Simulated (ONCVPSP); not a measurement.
Which change was made? (Ni, ONCV)

```
Element                 : nickel
Generator               : ONCVPSP 4.0.1
Type                    : optimised norm-conserving Vanderbilt (ONCV)
Functional              : BLYP
Relativity              : scalar-relativistic
Frozen core             : [Ar]
Valence charge          : 10
Reference configuration : 3d8 4s1.75 (charge +0.25)
Partial waves           : 4s: rc 2.40 bohr, ncon 4, nbas 8, qcut 2.4 1/bohr, 1 projector; p scattering state at 0.16 Ha: rc 2.40 bohr, ncon 5, nbas 9, qcut 3 1/bohr, 2 projectors, debl 3.5 Ha; 3d: rc 0.80 bohr, ncon 4, nbas 8, qcut 11.4 1/bohr, 1 projector
Local potential         : polynomial inside 0.70 bohr (lpopt 5, dvloc0 6 Ha)
Core correction         : polynomial model core, fcfact 0.7
```

In the p channel the program set the typed energies aside and used 0.050, 3.550 Ha.

Cutoffs, loose and tight: the cutoffs (Ha) at which the residual kinetic energy of the hardest occupied pseudo-wave falls to 1 and 0.1 mHa per electron. They do not see the model core or the augmentation charge, which bear on the density cutoff. Test errors are all-electron minus pseudo excitation energies from the reference, over the configurations 3d8 4s2; 3d8 4s1; 3d8 4s0; 3d8 4s0 4p1; variants that change the core or the reference have their own tests.

The base gives: outcome: generated, projector energies reset by the program; cutoff, loose: 357 Ha; cutoff, tight: 452 Ha; bound ghosts: s; GHOST(+) flags above zero: p; largest test error (meV): -50.

Task: After one change the result is: outcome: generated; cutoff, loose: 51 Ha; cutoff, tight: 58 Ha; bound ghosts: none; GHOST(+) flags above zero: none; largest test error (meV): +0.1 over the solved tests; 2 of 4 tests not solved or not reliable. Which change was it?
A. core [Ne], valence charge 18; reference 3s2 3p6 3d8 4s1.75 4p0.25; waves now 3s+4s: rc 1.40 bohr, ncon 4, nbas 7, qcut 10.5 1/bohr, 2 projectors; 3p+4p: rc 1.50 bohr, ncon 4, nbas 7, qcut 10.1 1/bohr, 2 projectors; 3d: rc 1.55 bohr, ncon 4, nbas 9, qcut 12.3 1/bohr, 2 projectors, debl 0.4 Ha; local potential polynomial inside 1.05 bohr (lpopt 5, dvloc0 2 Ha)
B. core correction Teter function fitted to the true core (icmod 2), fcfact 0.7
C. s: rc 1.9

Result: A. The others give: s: rc 1.9 → outcome: generated, projector energies reset by the program; cutoff, loose: 357 Ha; cutoff, tight: 452 Ha; bound ghosts: s; GHOST(+) flags above zero: p; largest test error (meV): -36 | core correction Teter function fitted to the true core (icmod 2), fcfact 0.7 → outcome: generated, projector energies reset by the program; cutoff, loose: 357 Ha; cutoff, tight: 452 Ha; bound ghosts: s; GHOST(+) flags above zero: p; largest test error (meV): -18.
